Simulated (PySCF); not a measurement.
Input file for PySCF: R-B3LYP/6-31G* on C3H10O (a complex), monomers drawn apart or pushed together.

```python
from pyscf import gto, scf, dft, mp
from pyscf.data.elements import chemcore

mol = gto.M(
    atom='''
    C    -0.63362762    0.24077268    0.05274140
    O     0.68303426   -0.15537351    0.40825259
    H    -1.24813761   -0.60853692   -0.26510063
    H    -0.54117946    0.93092368   -0.78458703
    H    -1.14282022    0.75867897    0.87304389
    H     0.62855758   -0.77085626    1.14619712
    C    -0.13277518   -0.77937070    5.83134532
    C     0.13814341    0.71905610    5.93505035
    H    -0.50847969   -1.18593720    6.77206550
    H     0.77730807   -1.33203742    5.58401658
    H    -0.88312664   -0.99858669    5.06734653
    H    -0.77306123    1.26867349    6.17843258
    H     0.52937237    1.11538307    4.99692283
    H     0.87043473    0.93263526    6.71565084
    ''',
    basis='6-31g*',
    cart=True,
    charge=0, spin=0, verbose=3, max_memory=1800)
mf = dft.RKS(mol, xc='b3lyp')
mf.conv_tol = 1e-8
mf.max_cycle = 100
mf.kernel()
if not mf.converged:
    mf = mf.newton().run(mf.mo_coeff, mf.mo_occ)
```

It printed:

```
converged SCF energy = -195.54460063128
```

The calculation finished and met its thresholds.

Cost: roughly 3 core-seconds.
